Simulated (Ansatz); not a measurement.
Reactions of C$_{2}$H$_{6}$BrFSi (`CC[SiH](F)Br`).

Gas-phase electronic energies from Ansatz, PBE0-D4/def2-TZVP geometries. CCSD(T)/CBS adds triple-zeta CCSD(T) − MP2 to the extrapolated MP2 energy (def2 sets, frozen cores). This one scheme is used for every species. DFT in def2-TZVPP. For Br outer-core shells are correlated without core-valence functions, which leaves a few kJ/mol of doubt a bond. Scalar relativity is left out up to krypton. Each species was taken in one conformer, which may not be the lowest.

```json
{"reaction": "`CC[SiH](F)Br` + `NB(O)F` → `COB(N)F` + `C[SiH](F)Br`", "CCSD/CBS(def2) (kcal/mol)": "8.9", "PBE-D4 (kcal/mol)": "8.5", "B2PLYP (kcal/mol)": "7.7", "HF/CBS(def2) (kcal/mol)": "5.9", "CCSD(T)/CBS(def2) (kcal/mol)": "9.1"}
{"reaction": "`CC[SiH](F)Br` + `N[SiH](O)Br` → `CO[SiH](N)Br` + `C[SiH](F)Br`", "CCSD/CBS(def2) (kcal/mol)": "10.8", "PBE-D4 (kcal/mol)": "10.3", "B2PLYP (kcal/mol)": "9.8", "HF/CBS(def2) (kcal/mol)": "8.1", "CCSD(T)/CBS(def2) (kcal/mol)": "10.9"}
{"reaction": "`CC[SiH](F)Br` + `FC1([SiH3])C=C1` → `CC[SiH](F)[SiH3]` + `FC1(Br)C=C1`", "CCSD/CBS(def2) (kcal/mol)": "38.5", "PBE-D4 (kcal/mol)": "32.1", "B2PLYP (kcal/mol)": "37.0", "HF/CBS(def2) (kcal/mol)": "40.2", "CCSD(T)/CBS(def2) (kcal/mol)": "37.9"}
{"reaction": "`CC[SiH](F)Br` + CH₄ → `C[SiH](F)Br` + ethane", "CCSD/CBS(def2) (kcal/mol)": "-0.8", "PBE-D4 (kcal/mol)": "-0.3", "B2PLYP (kcal/mol)": "-1.0", "HF/CBS(def2) (kcal/mol)": "-2.1", "CCSD(T)/CBS(def2) (kcal/mol)": "-0.5"}
```

Largest T1 diagnostic: 0.012, for `FC1([SiH3])C=C1`.
